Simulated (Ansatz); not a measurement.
```yaml
crystal:
  periodic: [false, false, false]
  atoms:
    - {symbol: B, position_ang: [-1.355009, -0.495339, 0.216422]}
    - {symbol: C, position_ang: [-0.098792, -0.816833, 0.977546]}
    - {symbol: O, position_ang: [1.140979, -0.384432, 0.686883]}
    - {symbol: C, position_ang: [1.274311, 0.452129, -0.485144]}
    - {symbol: Ga, position_ang: [-0.559004, 0.670368, -1.283131]}
    - {symbol: H, position_ang: [-2.387732, -0.951070, 0.595276]}
    - {symbol: H, position_ang: [-0.866317, 0.182248, 1.331264]}
    - {symbol: H, position_ang: [-0.053428, -1.456818, 1.859920]}
    - {symbol: H, position_ang: [1.999743, -0.040674, -1.140118]}
    - {symbol: H, position_ang: [1.735028, 1.388065, -0.152372]}
    - {symbol: H, position_ang: [-0.829768, 1.452346, -2.606555]}
basis:
  gaussian: {orbitals: def2-TZVP}
hamiltonian: {xc: {name: B3LYP}, dispersion: d3bj, pseudopotentials: {relativity: none}}
output: {forces: true}
```

```sh
$ ansatz run in.yaml --threads 4 --pin off --events-out ev --progress --plain --max-ram 10444MiB
```

It prints (some lines left out):

```
Functional definition: B3LYP
1347 factors; their error is unknown
mean field evaluation 1: about -57265.2366 eV, gradient 6.4e1 eV
mean field evaluation 2: about -57243.8552 eV, gradient 1.1e2 eV
mean field evaluation 4: about -57274.1106 eV, gradient 1.0e1 eV
mean field evaluation 8: about -57274.3076 eV, gradient 1.4e-1 eV
mean field evaluation 16: about -57274.4465 eV, gradient 5.4e-4 eV
mean field -57274.44651396 eV, -2104.7970873737 hartree, gradient 1.7e-5 eV, S^2 0.000000; 0 other end points of the search recorded, 0 dependent functions left out
reference -57274.44679554 eV, -2104.7970977217 hartree; 31, 31 occupied and 177, 177 virtual orbitals, 1347 factors
Total energy: -57274.84790896 eV, -2104.8118383680 hartree
Atom 0 at    -1.355009    -0.495339     0.216422 Å, force    -0.151882    -0.115695     0.062881 eV/Å
Atom 1 at    -0.098792    -0.816833     0.977546 Å, force    -0.239410    -0.172218     0.229317 eV/Å
Atom 2 at     1.140979    -0.384432     0.686883 Å, force     0.205858    -0.103800     0.168443 eV/Å
Atom 3 at     1.274311     0.452129    -0.485144 Å, force     0.291727     0.221918    -0.239906 eV/Å
Atom 4 at    -0.559004     0.670368    -1.283131 Å, force    -0.156528     0.060713    -0.152140 eV/Å
Atom 5 at    -2.387732    -0.951070     0.595276 Å, force     0.083050     0.033502    -0.065528 eV/Å
Atom 6 at    -0.866317     0.182248     1.331264 Å, force     0.009735     0.046272     0.079165 eV/Å
Atom 7 at    -0.053428    -1.456818     1.859920 Å, force    -0.009128     0.026338    -0.062541 eV/Å
Atom 8 at     1.999743    -0.040674    -1.140118 Å, force    -0.026600     0.020678     0.021236 eV/Å
Atom 9 at     1.735028     1.388065    -0.152372 Å, force    -0.013749    -0.035870    -0.014703 eV/Å
Atom 10 at    -0.829768     1.452346    -2.606555 Å, force     0.006926     0.018161    -0.026223 eV/Å
Dipole moment:     0.104335     0.057682     0.042490 e Å
```

Hardware: 4 threads of an INTEL XEON PLATINUM 8581C on a shared host. Wall time 2.7 s, peak host memory 0.6 GiB.
